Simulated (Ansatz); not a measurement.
FH₃S₃Zr (`[F][Zr]([SH])([SH])[SH]`). Charge 0, multiplicity 1. Zr: def2 effective core potential. Geometry: relaxed with PBE0-D4/def2-TZVP. It is one conformer, not always the lowest.

```xyz
8

F    -0.856    1.092    1.405
Zr   -0.036    0.045    0.058
S     2.333    0.524   -0.136
S    -1.023    0.446   -2.120
S    -0.248   -2.328    0.510
H     2.441    0.600    1.207
H    -1.095    1.768   -1.858
H    -1.516   -2.146    0.934
```

Question: What is the dipole moment at r2SCAN/def2-TZVPP? (Best estimate.)

Answer: Computed: 1.36 D, with components (-0.59, 0.76, 0.97) D in this frame, pointing from negative to positive charge.

Question: And with PBE, B3LYP, ωB97M-V? (Estimate.)

Answer: The calculation gave: PBE 1.27 D, B3LYP 1.21 D, ωB97M-V 1.32 D.

Question: Give the Mulliken charges with r2SCAN, B3LYP, ωB97M-V in def2-TZVPP. (Best estimate.)

Answer: The calculation gave: 
```json
{"atom": "F1", "r2SCAN": "-0.36", "B3LYP": "-0.37", "ωB97M-V": "-0.36"}
{"atom": "Zr2", "r2SCAN": "0.94", "B3LYP": "0.93", "ωB97M-V": "0.79"}
{"atom": "S3", "r2SCAN": "-0.31", "B3LYP": "-0.30", "ωB97M-V": "-0.27"}
{"atom": "S4", "r2SCAN": "-0.31", "B3LYP": "-0.30", "ωB97M-V": "-0.27"}
{"atom": "S5", "r2SCAN": "-0.31", "B3LYP": "-0.30", "ωB97M-V": "-0.27"}
{"atom": "H6", "r2SCAN": "0.12", "B3LYP": "0.11", "ωB97M-V": "0.13"}
{"atom": "H7", "r2SCAN": "0.12", "B3LYP": "0.11", "ωB97M-V": "0.13"}
{"atom": "H8", "r2SCAN": "0.12", "B3LYP": "0.11", "ωB97M-V": "0.13"}
```

B3LYP here is the variant with VWN-RPA as its local correlation; programs differ in this.
